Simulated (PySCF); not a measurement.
C3H7BF2O, SMILES C(B(F)[C@@H](C)O)F. Geometry optimised at r2SCAN-D4/def2-SVP. The structure was generated by enumeration; whether it is a known compound was not checked. One conformer was computed; it need not be the lowest.

Computed equilibrium geometry at r2SCAN-D4/def2-SVP (PySCF confirms it by a frequency run) as bond lengths and angles (one conformer of several):
Atoms: C1 C2 O3 B4 F5 C6 F7 H8 H9 H10 H11 H12 H13 H14. Bonds (Å): C1–C2 1.537, C1–H8 1.104, C1–H9 1.102, C1–H10 1.101, C2–O3 1.416, C2–B4 1.571, C2–H11 1.115, O3–H12 0.966, B4–F5 1.330, B4–C6 1.576, C6–F7 1.392, C6–H13 1.108, C6–H14 1.109. Angles (°): C2–C1–H8 110.4, C2–C1–H9 110.8, C2–C1–H10 110.9, H8–C1–H9 107.6, H8–C1–H10 107.7, H9–C1–H10 109.2, C1–C2–O3 112.4, C1–C2–B4 109.1, C1–C2–H11 107.2, O3–C2–B4 109.7, O3–C2–H11 111.7, B4–C2–H11 106.6, C2–O3–H12 107.6, C2–B4–F5 121.1, C2–B4–C6 122.5, F5–B4–C6 116.4, B4–C6–F7 112.5, B4–C6–H13 110.3, B4–C6–H14 110.3, F7–C6–H13 108.8, F7–C6–H14 108.9, H13–C6–H14 105.8.
Charge 0, spin multiplicity 1.
